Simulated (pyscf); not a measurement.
# `[CH2]=[CH][BH][OH]`, singlet

Gas-phase minimum from PySCF at ωB97X-D3(BJ)/def2-SVP, one conformer. H₂C=CH–BH–OH lies 23.3 kcal/mol over its isomer H₃C–CH₂–B=O (electronic energy, ωB97M-D3(BJ)). 

SMILES: C=CBO
```xyz
9

C      0.5513    -0.9374    -0.0697
C     -0.3975     0.0103    -0.0467
B     -0.6275     0.8881     1.2296
O     -1.5756     1.8571     1.3050
H      0.7386    -1.5701    -0.9456
H      1.1868    -1.1168     0.8058
H     -1.0071     0.1483    -0.9528
H      0.0510     0.7285     2.2216
H     -2.0891     1.9474     0.4935
```

Bonds (Å): C1–C2 1.341, C1–H5 1.097, C1–H6 1.097, C2–B3 1.566, C2–H7 1.101, B3–O4 1.358, B3–H8 1.212, O4–H9 0.965. Bond angles (°): C2–C1–H5 122.8, C2–C1–H6 120.8, H5–C1–H6 116.4, C1–C2–B3 120.9, C1–C2–H7 117.8, B3–C2–H7 121.3, C2–B3–O4 123.2, C2–B3–H8 120.7, O4–B3–H8 116.1, B3–O4–H9 113.1.

Properties at ωB97X-D3(BJ)/def2-SVP:

| Item | Result |
|---|---|
| Harmonic wavenumbers, unscaled | 112, 258, 465, 501, 709, 890, 907, 993, 1029, 1056, 1092, 1200, 1289, 1390, 1459, 1722, 2613, 3136, 3157, 3249, 3891 cm⁻¹ |
| Zero-point energy | 44.5 kcal/mol |
| Rotational symmetry number | 1 |
| Entropy of this conformer at 298 K and 1 atm, rigid rotor and harmonic oscillator, modes under 100 cm⁻¹ raised to 100 | 289.1 J/(mol K) |
| Dipole moment | 2.00 D |

Single-point totals, which compare only within one level (frozen core for MP2 and CC):

| level | total energy (hartree) |
|---|---|
| ωB97X-D3(BJ)/def2-TZVP | -179.46220 |
| PBE/def2-TZVP | -179.15423 |
| r²SCAN/def2-TZVP | -179.28188 |
| B3LYP-D3(BJ)/def2-TZVP | -179.41057 |
| PBE0-D3(BJ)/def2-TZVP | -179.17514 |
| M06-2X/def2-TZVP | -179.31119 |
| ωB97M-D3(BJ)/def2-TZVP | -179.43835 |
| HF/def2-TZVPP | -178.29849 |
| MP2/def2-TZVPP | -178.96057 |
| CCSD/def2-TZVPP | -178.99113 |
| CCSD(T)/def2-TZVPP | -179.01974 |

Soft torsions are taken as harmonic, which can shift the entropy by several J/(mol K). The CCSD(T) − MP2 part came from Ansatz, without density fitting, on the same reference.
